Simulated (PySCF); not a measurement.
Molfile (atoms numbered from 1):
```
C3H10Si2
     RDKit          3D

 15 14  0  0  0  0  0  0  0  0999 V2000
   -2.6877   -0.1540   -0.4674 C   0  0  0  0  0  0  0  0  0  0  0  0
   -1.4956    0.4983    0.8610 Si  0  0  0  0  0  4  0  0  0  0  0  0
    0.2620    0.4801    0.1802 C   0  0  0  0  0  0  0  0  0  0  0  0
    1.2532   -0.2924    0.6219 C   0  0  0  0  0  0  0  0  0  0  0  0
    3.0058   -0.3297   -0.0616 Si  0  0  0  0  0  4  0  0  0  0  0  0
   -2.6514    0.4553   -1.3662 H   0  0  0  0  0  0  0  0  0  0  0  0
   -2.4421   -1.1733   -0.7520 H   0  0  0  0  0  0  0  0  0  0  0  0
   -3.7124   -0.1503   -0.1076 H   0  0  0  0  0  0  0  0  0  0  0  0
   -1.8588    1.8793    1.2119 H   0  0  0  0  0  0  0  0  0  0  0  0
   -1.5719   -0.3541    2.0543 H   0  0  0  0  0  0  0  0  0  0  0  0
    0.4773    1.1574   -0.6405 H   0  0  0  0  0  0  0  0  0  0  0  0
    1.0369   -0.9696    1.4422 H   0  0  0  0  0  0  0  0  0  0  0  0
    3.9540   -0.3721    1.0553 H   0  0  0  0  0  0  0  0  0  0  0  0
    3.1816   -1.5290   -0.8875 H   0  0  0  0  0  0  0  0  0  0  0  0
    3.2448    0.8620   -0.8779 H   0  0  0  0  0  0  0  0  0  0  0  0
  1  2  1  0
  2  3  1  0
  3  4  2  0
  4  5  1  0
  1  6  1  0
  1  7  1  0
  1  8  1  0
  2  9  1  0
  2 10  1  0
  3 11  1  0
  4 12  1  0
  5 13  1  0
  5 14  1  0
  5 15  1  0
M  END
```

- structure optimised with GFN2-xTB
- PBE0/pcSseg-1 with gauge-including orbitals
- code: PySCF 2.14
- gas phase, a single conformation, non-relativistic, fast rotation and ring inversion assumed for equivalent nuclei

References, each an isolated molecule treated in the same way: TMS for ¹³C, ¹H, ²⁹Si.

| atoms | nucleus | count | δ (ppm) |
| --- | --- | --- | --- |
| Si2 | ²⁹Si | 1 | -41.2 |
| C3 | ¹³C | 1 | 160.8 |
| Si5 | ²⁹Si | 1 | -73.8 |
| H6/H7/H8 | ¹H | 3 | ? |
| H13/H14/H15 | ¹H | 3 | 4.17 |
| C1 | ¹³C | 1 | ? |
| H11 | ¹H | 1 | 7.20 |
| H9/H10 | ¹H | 2 | 4.40 |
| H12 | ¹H | 1 | 7.02 |
| C4 | ¹³C | 1 | ? |

Problem. Fill in the missing shifts.

Solution. 
- C4: 152.1 ppm, alkene CH; the olefinic region
- C1: -5.2 ppm, methyl carbon bonded to Si; an electropositive neighbour leaves it electron-rich and shielded
- H6/H7/H8: 0.20 ppm, hydrogen on a methyl carbon bonded to Si; an electropositive neighbour shields it, as in TMS itself

Shifts are as computed. Against solution values, carbons near 30 ppm lie about +3 ppm off and those near 130 ppm about +5 ppm. Of 1211 compounds with measured shifts, 218 miss one by over three times the rms of a fit or turn the order of signals round; such compounds aren't used in these exercises.
